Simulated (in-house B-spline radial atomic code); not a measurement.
The numbers below are computed, except where a source is named.
## Impurity-limited mobility of n-type InAs at n = 7.1899e16 cm⁻³

For InAs the NSM archive of the Ioffe Institute lists m* = 0.023 m0 and ε = 15.15.

One parabolic, isotropic band at zero temperature, uniform dielectric constant, impurities scattering independently, no phonons and no central-cell term; real bands flatten as E_F rises, which lowers the mobility at the highest densities. In effective units each ion is a point charge Z in an electron gas; its screened potential is solved self-consistently in the LDA with open boundaries (B-splines, partial waves to l = 16), which gives the phase shifts δ_l at the Fermi level.

(1) Put the electron gas into effective units.

Self-consistent phase shifts (rad):

```
l  donor, Z = +1  acceptor, Z = −1
0         0.3337           -0.3066
1         0.1288           -0.1265
2         0.0588           -0.0599
3         0.0289           -0.0300
4         0.0147           -0.0155
5         0.0077           -0.0081
6         0.0041           -0.0043
7         0.0022           -0.0023
8         0.0012           -0.0013
```

With all partial waves the Friedel sums are 0.999 and -0.999, and Σ (l + 1) sin²(δ_l − δ_(l+1)) is 0.05503 for the donor and 0.04487 for the acceptor. The screened donor binds no level.

(2) Find the transport cross sections, and compare them with the Born approximation for Thomas-Fermi screening (Brooks-Herring).

(3) With no compensation, N_D = n, what are the mobility and the resistivity?

Results:

(1) a* = 0.0529177 nm × 15.15/0.023 = 34.86 nm and Ha* = 27211.386 meV × 0.023/15.15² = 2.727 meV. From 4π (r_s a*)³/3 = 1/n, r_s = 0.428. Then k_F = 1.91916/r_s = 4.4840 per a*, E_F = k_F²/2 = 10.0532 Ha* = 27.4 meV, and Mott's number n^(1/3) a* = 1.449.

(2) σ_tr = (4π/k_F²) × sum: 0.03439 a*² for the donor and 0.02804 a*² for the acceptor. Thomas-Fermi gives q_s² = 4k_F/π = 5.7092, so b = 4k_F²/q_s² = 14.087, and σ_Born = (2π/k_F⁴)(ln(1 + b) − b/(1 + b)) = 0.01554 × 1.7801 = 0.02767 a*² for either sign. The donor scatters 1.24 times and the acceptor 1.01 times as much. Two things differ from Brooks-Herring. First order with Lindhard's response and the LDA kernel gives 1.15 times σ_Born for either sign: screening weakens at large momentum transfer, and the exchange-correlation potential of the screening charge adds to the ion's own, which is the larger part in a thin gas. Higher orders then split the signs, leaving the donor at 1.09 and the acceptor, which keeps the electrons out, at 0.88 of that.

(3) μ = e/(ħ k_F Σ N σ_tr), with e/ħ = 15.193 cm²/(V·s) per nm². Here k_F = 0.1286 nm⁻¹, a*² = 1215 nm², 1 cm⁻³ = 1e-21 nm⁻³, and Σ N σ_tr = 0.003005 nm⁻¹, a mean free path of 333 nm. So μ = 39300 cm²/(V·s) and ρ = 1/(n e μ) = 0.00221 Ω·cm. Brooks-Herring would give 48900 cm²/(V·s). k_F times the mean free path is 42.8.
